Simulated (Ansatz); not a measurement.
C2H2N3, doublet, geometry from GFN2-xTB; Ansatz (a quantum-chemistry and plane-wave program) with B3LYP/6-31G**.

The Ansatz input:
Ansatz 0.2 input:
```yaml
crystal:
  periodic: [false, false, false]
  atoms:
    - {symbol: C, position_ang: [1.06191601, 0.26909274, -0.16182767]}
    - {symbol: N, position_ang: [0.07385448, 1.12622018, 0.12001788]}
    - {symbol: C, position_ang: [-1.02040177, 0.36396522, 0.22929074]}
    - {symbol: N, position_ang: [-0.69854780, -0.89508532, 0.02134015]}
    - {symbol: N, position_ang: [0.57734117, -0.95321610, -0.21830804]}
    - {symbol: H, position_ang: [2.08494429, 0.53499496, -0.31693930]}
    - {symbol: H, position_ang: [-2.00256471, 0.72122596, 0.45081097]}
basis:
  gaussian:
    orbitals: 6-31G__.json
    point_charges:
      - {charge: 1.0, position_ang: [-1.5851, 4.4562, 2.3415]}
hamiltonian:
  xc: b3lyp
magnetization: {spin_polarized: true, initial_magnetization: 1}
```
The basis file holds 6-31G** in the JSON format of the Basis Set Exchange.

What does Ansatz print? Leave out banner, timings and long lists.


```
Functional definition: B3LYP
807 factors; integrals over basis functions are off by at most 1.4e-3 eV
mean field evaluation 1: about -6568.3857 eV, gradient 3.2e1 eV
mean field evaluation 2: about -6557.9548 eV, gradient 5.5e1 eV
mean field evaluation 4: about -6572.5307 eV, gradient 5.7e0 eV
mean field evaluation 8: about -6572.8944 eV, gradient 1.0e0 eV
mean field evaluation 16: about -6572.9905 eV, gradient 2.7e0 eV
mean field evaluation 32: about -6573.1729 eV, gradient 6.2e-6 eV
mean field -6573.17289099 eV, -241.5596482874 hartree, gradient 6.2e-6 eV, S^2 0.755503; 6 other end points of the search recorded, 0 dependent functions left out
reference -6573.17305977 eV, -241.5596544896 hartree; 18, 17 occupied and 67, 68 virtual orbitals, 807 factors
Total energy: -6573.17305977 eV, -241.5596544896 hartree
```
